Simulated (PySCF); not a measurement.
In(H)(SH)2, H3InS2, SMILES [SH][InH][SH] (PBE0/def2-SVP optimised geometry):

```
6

In    -0.149     0.400     0.000
H     -1.107     1.825     0.000
S      2.254     0.400     0.000
H      2.337     1.749     0.001
S     -1.056    -1.825     0.001
H     -2.337    -1.393    -0.005
```

Level of theory: PySCF with PBE0/def2-TZVP, def2 effective core potentials past Kr.

Problem. What are the frontier orbital energies and the dipole moment?

Solution. HOMO-2 -8.49 eV, HOMO-1 -7.83 eV, HOMO -7.37 eV, LUMO -1.47 eV, LUMO+1 -1.16 eV; dipole moment 2.59 D.

On the same geometry PySCF with PBE/def2-TZVP, def2 effective core potentials past Kr gives HOMO-2 -7.33 eV, HOMO-1 -6.62 eV, HOMO -6.18 eV, LUMO -2.15 eV, LUMO+1 -2.02 eV; dipole moment 2.37 D.
